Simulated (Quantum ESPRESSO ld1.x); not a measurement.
Radial electron density D(r) = 4 pi r^2 rho(r) of an atom or ion with 20 electrons. Calculated with ld1.x of Quantum ESPRESSO 7.5: non-relativistic Kohn-Sham, LDA (Slater exchange, Perdew-Wang correlation), spin-polarised, spherical densities, point nucleus.

| r (bohr) | D(r) (e/bohr) | spin D(r) |
|---|---|---|
| 0.004544 | 1.936 | -0.0000646 |
| 0.005916 | 3.074 | -0.000100 |
| 0.007642 | 4.722 | -0.000148 |
| 0.009951 | 7.169 | -0.000208 |
| 0.01285 | 10.41 | -0.000258 |
| 0.01674 | 14.67 | -0.000244 |
| 0.02162 | 19.42 | -0.0000267 |
| 0.02815 | 24.20 | 0.000733 |
| 0.03637 | 27.58 | 0.00261 |
| 0.04736 | 28.51 | 0.00686 |
| 0.06117 | 26.61 | 0.0148 |
| 0.07965 | 23.37 | 0.0285 |
| 0.1029 | 22.16 | 0.0474 |
| 0.134 | 25.15 | 0.0707 |
| 0.1731 | 30.02 | 0.0956 |
| 0.2254 | 30.82 | 0.138 |
| 0.2911 | 24.00 | 0.245 |
| 0.3791 | 14.01 | 0.497 |
| 0.4897 | 9.673 | 0.869 |
| 0.6325 | 11.28 | 1.17 |
| 0.8236 | 11.82 | 1.11 |
| 1.064 | 7.921 | 0.760 |
| 1.385 | 3.250 | 0.540 |
| 1.79 | 1.178 | 0.607 |
| 2.33 | 0.6458 | 0.592 |
| 3.01 | 0.3193 | 0.317 |
| 3.919 | 0.07293 | 0.0729 |
| 5.063 | 0.006564 | 0.00656 |
| 6.593 | 0.0001580 | 0.000158 |

What is the nuclear charge?

Answer. Z = 24. The innermost maximum, from 1s, lies near 1/Z = 0.0417 bohr (found: 0.0451), and its height grows with Z. The density is that of the chromium ion Cr4+ in [Ar] 3d1 4p1; the configuration itself is not fixed sharply by these data, and Z only to about a unit. D(r) has 3 maxima, at r = 0.0451, 0.205, 0.748 bohr, and minima at 0.0989, 0.502 bohr, inside which lie 2.13, 10.47 electrons.
